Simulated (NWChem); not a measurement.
System: CHCl2, doublet; SMILES [CH](Cl)Cl

Input file for NWChem:

```
start job
memory heap 200 mb stack 700 mb global 900 mb
geometry units angstroms
  Cl    -1.453533    -0.151443    -0.012779
  C     -0.001689     0.700357     0.182242
  Cl     1.454432    -0.135371    -0.046487
  H     -0.010710     1.742802    -0.087017
end
basis spherical
  * library def2-svp
end
dft
  odft
  mult 2
  xc pbe0
  iterations 150
end
driver
  maxiter 120
end
task dft optimize
task dft freq
```

Excerpt of the output:

```
             Northwest Computational Chemistry Package (NWChem) 7.3.0
             --------------------------------------------------------

 CS  symmetry detected

                             Geometry "geometry" -> ""
                             -------------------------

 Output coordinates in angstroms (scale by  1.889725989 to convert to a.u.)

  No.       Tag          Charge          X              Y              Z
 ---- ---------------- ---------- -------------- -------------- --------------
    1 Cl                  17.0000    -0.17204168    -0.00171783     1.45410238
    2 C                    6.0000     0.69492017     0.07046537     0.00000000
    3 Cl                  17.0000    -0.17204168    -0.00171783    -1.45410238
    4 H                    1.0000     1.67989612    -0.36438601     0.00000000

 Effective nuclear repulsion energy (a.u.)     126.7958742880

      Symmetry information
      --------------------

 Group name             Cs
 Group number              2
 Group order               2
 No. of unique centers     3

                                Z-matrix (autoz)
                                --------

 Units are Angstrom for bonds and degrees for angles

      Type          Name      I     J     K     L     M      Value
      ----------- --------  ----- ----- ----- ----- ----- ----------
    1 Stretch                  1     2                       1.69448
    2 Stretch                  2     3                       1.69448
    3 Stretch                  2     4                       1.07670
    4 Bend                     1     2     3               118.21745
    5 Bend                     1     2     4               116.79828
    6 Bend                     3     2     4               116.79828
    7 Torsion                  1     2     3     4        -147.59169
    8 Torsion                  1     2     4     3         148.05666
    9 Torsion                  3     2     1     4         147.59169
   10 Torsion                  1     4     2     3        -148.05666
   11 Torsion                  3     1     2     4        -147.59169
   12 Torsion                  1     3     2     4         147.59169

                           NWChem Geometry Optimization
                           ----------------------------

 maximum gradient threshold         (gmax) =   0.000450
 rms gradient threshold             (grms) =   0.000300
 maximum cartesian step threshold   (xmax) =   0.001800
 rms cartesian step threshold       (xrms) =   0.001200
 fixed trust radius                (trust) =   0.300000
 source of zmatrix                         =   autoz

          -------------------
          Energy Minimization
          -------------------

 Using diagonal initial Hessian
 Scaling for Hessian diagonals: bonds = 1.00  angles = 0.25  torsions = 0.10

          --------
          Step   0

                                 NWChem DFT Module
                                 -----------------

 Summary of "ao basis" -> "ao basis" (spherical)
 ------------------------------------------------------------------------------
       Tag                 Description            Shells   Functions and Types
 ---------------- ------------------------------  ------  ---------------------
 Cl                         def2-svp                 8       18   4s3p1d
 C                          def2-svp                 6       14   3s2p1d
 H                          def2-svp                 3        5   2s1p

      Symmetry analysis of basis
      --------------------------

        a'         32
        a"         23

            General Information
            -------------------
          SCF calculation type: DFT
          Wavefunction type:  spin polarized.
          No. of atoms     :     4
          No. of electrons :    41
           Alpha electrons :    21
            Beta electrons :    20
          Charge           :     0
          Spin multiplicity:     2
          Use of symmetry is: on ; symmetry adaption is: on
          Maximum number of iterations: 150
          AO basis - number of functions:    55
                     number of shells:    25
          Convergence on energy requested:  1.00D-06
          Convergence on density requested:  1.00D-05
          Convergence on gradient requested:  5.00D-04

              XC Information
              --------------
                         PBE0 Method XC Functional
                     Hartree-Fock (Exact) Exchange  0.250
          PerdewBurkeErnzerhof Exchange Functional  0.750
            Perdew 1991 LDA Correlation Functional  1.000 local
           PerdewBurkeErnz. Correlation Functional  1.000 non-local

[...]

      ----------------------
      Optimization converged
      ----------------------

  Step       Energy      Delta E   Gmax     Grms     Xrms     Xmax
  ---- ---------------- -------- -------- -------- -------- --------
@    6    -958.37363209 -3.8D-07  0.00002  0.00001  0.00074  0.00138
                                     ok       ok       ok       ok

                                Z-matrix (autoz)
                                --------

 Units are Angstrom for bonds and degrees for angles

      Type          Name      I     J     K     L     M      Value     Gradient
      ----------- --------  ----- ----- ----- ----- ----- ---------- ----------
    1 Stretch                  1     2                       1.70121    0.00001
    2 Stretch                  2     3                       1.70121    0.00001
    3 Stretch                  2     4                       1.09155    0.00002
    4 Bend                     1     2     3               119.61685    0.00000
    5 Bend                     1     2     4               117.41997   -0.00000
    6 Bend                     3     2     4               117.41997   -0.00000
    7 Torsion                  1     2     3     4        -153.08479   -0.00000
    8 Torsion                  1     2     4     3         153.68305    0.00000
    9 Torsion                  3     2     1     4         153.08479    0.00000
   10 Torsion                  1     4     2     3        -153.68305   -0.00000
   11 Torsion                  3     1     2     4        -153.08479   -0.00000
   12 Torsion                  1     3     2     4         153.08479    0.00000

                         Geometry "geometry" -> "geometry"
                         ---------------------------------

 Output coordinates in angstroms (scale by  1.889725989 to convert to a.u.)

  No.       Tag          Charge          X              Y              Z
 ---- ---------------- ---------- -------------- -------------- --------------
    1 Cl                  17.0000    -0.17385001     0.00779911     1.47043518
    2 C                    6.0000     0.68097341     0.04241984     0.00000000
    3 Cl                  17.0000    -0.17385001     0.00779911    -1.47043518
    4 H                    1.0000     1.69745954    -0.35537436     0.00000000

 Effective nuclear repulsion energy (a.u.)     125.8408317854

      Symmetry information
      --------------------

 Group name             Cs
 Group number              2
 Group order               2
 No. of unique centers     3

                Final and change from initial internal coordinates
                --------------------------------------------------

                                Z-matrix (autoz)
                                --------

 Units are Angstrom for bonds and degrees for angles

[...]

 Rotational Constants
 --------------------
 A=   1.580335 cm-1  (  2.273699 K)
 B=   0.111380 cm-1  (  0.160247 K)
 C=   0.104222 cm-1  (  0.149949 K)

 Temperature                      =   298.15K
 frequency scaling parameter      =   1.0000

 Zero-Point correction to Energy  =    9.891 kcal/mol  (  0.015762 au)
 Thermal correction to Energy     =   12.199 kcal/mol  (  0.019440 au)
 Thermal correction to Enthalpy   =   12.791 kcal/mol  (  0.020383 au)

 Total Entropy                    =   65.767 cal/mol-K
   - Translational                =   39.143 cal/mol-K (mol. weight =  82.9455)
   - Rotational                   =   23.979 cal/mol-K (symmetry #  =        1)
   - Vibrational                  =    2.644 cal/mol-K

 Cv (constant volume heat capacity) =   10.367 cal/mol-K
   - Translational                  =    2.979 cal/mol-K
   - Rotational                     =    2.979 cal/mol-K
   - Vibrational                    =    4.408 cal/mol-K

[normal modes left out]

 ----------------------------------------------------------------------------
 Normal Eigenvalue ||           Projected Infra Red Intensities
  Mode   [cm**-1]  || [atomic units] [(debye/angs)**2] [(KM/mol)] [arbitrary]
 ------ ---------- || -------------- ----------------- ---------- -----------
    1       -0.000 ||    0.002883           0.067         2.810       1.318
    2       -0.000 ||    0.000086           0.002         0.084       0.039
    3       -0.000 ||    0.000266           0.006         0.260       0.122
    4       -0.000 ||    0.000263           0.006         0.257       0.120
    5        0.000 ||    0.000005           0.000         0.004       0.002
    6        0.000 ||    0.000082           0.002         0.080       0.038
    7      304.793 ||    0.001957           0.045         1.908       0.894
    8      427.226 ||    0.033575           0.775        32.730      15.346
    9      776.096 ||    0.015328           0.354        14.943       7.006
   10      930.833 ||    0.165435           3.817       161.274      75.614
   11     1233.271 ||    0.041572           0.959        40.526      19.001
   12     3249.994 ||    0.001094           0.025         1.067       0.500
 ----------------------------------------------------------------------------
```

Level: PBE0/def2-SVP, spin-unrestricted. In the optimisation the excess spin sits in a' (Cs, its own frame).
